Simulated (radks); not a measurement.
Isoelectronic series with 17 electrons, all held in the configuration [Ne] 3s2 3p5, which need not be the ground one along the series. Calculated with a radial shooting solver on a logarithmic mesh with Libxc functionals: scalar-relativistic Kohn-Sham, SCAN, spin-polarised, spherical densities, finite nucleus; open shells are filled with parallel spins first (spin-orbit coupling, left out, can overturn this in heavy ions); meta-GGA in the generalised Kohn-Sham scheme; Fermi nuclear charge, rms radius of each element as measured or else 0.836 A^(1/3) + 0.57 fm. Total energies (hartree) and mean radii <r> (bohr):

ion,E (hartree),3p down,3p up,3s down,3s up
Cl,-461.66415,1.856,1.819,1.551,1.539
Ti5+,-846.87976,0.9981,0.9933,0.9577,0.9540
Co10+,-1355.29647,0.7016,0.6997,0.6970,0.6952
Ge15+,-1988.55256,0.5431,0.5420,0.5484,0.5473
Rb20+,-2748.97437,0.4433,0.4426,0.4517,0.4509
Mo25+,-3639.47301,0.3743,0.3739,0.3833,0.3828
Ag30+,-4663.57181,0.3237,0.3233,0.3323,0.3319
Te35+,-5825.46629,0.2848,0.2845,0.2926,0.2923
La40+,-7130.1334,0.2540,0.2538,0.2608,0.2605
Sm45+,-8583.3978,0.2289,0.2288,0.2346,0.2344
Ho50+,-10192.1959,0.2081,0.2080,0.2127,0.2125
Hf55+,-11964.6339,0.1905,0.1904,0.1939,0.1938
Ir60+,-13910.4457,0.1755,0.1754,0.1777,0.1776
Pb65+,-16041.0600,0.1624,0.1623,0.1634,0.1634
